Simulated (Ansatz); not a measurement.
The cluster Be4, relaxed as a quintet with UKS B3LYP/def2-TZVP in Ansatz, starting from the B3LYP/def2-TZVP geometry of the neutral singlet. Force threshold 0.02 eV/Å.

At B3LYP/def2-TZVP a singlet of charge 0 lies 1.92 eV below the quintet, each at its own geometry. The structure comes from a short search, and lower isomers may exist.

Start:

```xyz
4

Be   -0.8052    0.9521   -0.1232
Be   -0.2192   -0.8505   -0.8937
Be   -0.1484   -0.5292    1.1261
Be    1.1728    0.4276   -0.1092
```

```csv
step,energy (eV),largest force component (eV/Å),SCF passes
1,-1597.6670,0.810,179
2,-1597.7960,0.358,64
3,-1597.8233,0.030,67
4,-1597.8235,0.003,64
5,-1597.8235,0.008,63
6,-1597.8237,0.021,66
7,-1597.8246,0.059,68
8,-1597.8323,0.166,73
9,-1597.8844,0.392,75
10,-1598.0772,0.484,77
11,-1598.2948,0.473,72
12,-1598.4878,0.172,67
13,-1598.5901,0.137,63
14,-1598.6560,0.085,125
15,-1598.7406,1.084,154
16,-1598.9952,0.573,57
17,-1599.0125,0.584,43
18 (rejected),-1598.9296,0.825,56
19,-1599.0773,0.154,42
20,-1599.0795,0.014,45
21,-1599.0797,0.008,36
```

Force components are those of the run's own axes.

End:

```xyz
4

Be   -0.271    0.905    0.362
Be    0.270   -0.904   -0.363
Be   -1.148   -0.777    1.084
Be    1.149    0.777   -1.084
```

Bonds lost: Be3–Be4 (atoms count from 1).

The force fell under the threshold at step 4, but the optimiser went on and released 1.256 eV more. No frequencies were taken in this run, so the end may be a saddle point.

Run time 30 s (4 threads of Arm Neoverse V1 on a shared host).
